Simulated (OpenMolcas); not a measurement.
## Levels of Sb IV by method

| Property | Result |
| --- | --- |
| Program | OpenMolcas |
| Basis | ANO-RCC-VQZP [8s7p5d3f2g] |
| Scalar Hamiltonian | DKH2, point nucleus |
| Active space | 2 electrons in 8 orbitals (5s 5p 6s 6p) |
| State averaging | 2S+1 = 3 even, 3 roots; 2S+1 = 1 even, 7 roots; 2S+1 = 3 odd, 3 roots; 2S+1 = 1 odd, 3 roots |
| Spin-orbit coupling | state interaction with AMFI integrals over the reference wave functions, term energies averaged over their components |

Methods on the same reference wave functions:
A. CASSCF
B. SS-CASPT2, IPEA 0.25 Eh, imaginary shift 0.1 Eh (closed shells correlated: 4d)
C. MS-CASPT2, IPEA 0.25 Eh, imaginary shift 0.1 Eh (closed shells correlated: 4d)

Energies in eV above 5s2 1S0, the measured ground level; measured values from Moore, Atomic Energy Levels, vol. III, NSRDS-NBS 35 (1971 reprint of NBS Circular 467, 1958).

```csv
Level,A,B,C,Measured
5s2 1S0,0.0000,0.0000,0.0000,0.0000
5s 5p 3P* 0,7.5289,7.964,8.046,
5s 5p 3P* 1,7.7804,8.202,8.285,8.2697
5s 5p 3P* 2,8.3602,8.795,8.877,8.9963
5s 5p 1P* 1,12.8272,11.589,11.671,11.8965
5p2 3P0,18.6976,18.931,19.012,18.8550
5p2 3P1,19.0293,19.278,19.360,19.3896
```

Deviations, from unrounded energies. A percentage is the sum of absolute deviations over the sum of measured energies, with the sign that they share, or ± where signs differ.

```csv
Against measurement,Levels,A,B,C
mean absolute deviation (cm-1),5,4200,1200,880
other configurations (%),5,±3.8,±1.1,±0.8
```

C lies closest to measurement on these levels and A furthest from it. The largest miss of C in the table is 5s 5p 1P* 1, by -1800 cm-1. The ranking rests on the paired levels alone, and a cruder setting can come out closer through cancelling errors.

Between B and C the level of the table that moves most is 5s 5p 3P* 1, by 660 cm-1 (lowest in B, highest in C). Moves below CASPT2's spread within the term are not significant.

The lowest spin-free term lies below A's lowest term by 0.438 hartree in B, 0.441 hartree in C.

Over all roots computed the reference weight is 0.87 to 0.94 in B, 0.87 to 0.94 in C; the roots of lowest weight are the least certain, and an intruder state may touch them. Active for correlation alone: 6p 6s; no level in the range computed is led by a configuration that fills them, so any true level of that kind is missing. The ¹D term of p² mixes with s d, which this space lacks. Computed and measured levels are paired by configuration, term and J; levels that our copy of the source lacks, or whose pairing is in doubt (as where it misses far off the trend of its configuration), stay unpaired and out of the deviations. Levels of configurations outside the active space are missing. Levels that lie high or do not pair safely by name in every column are left out.

* marks odd parity.
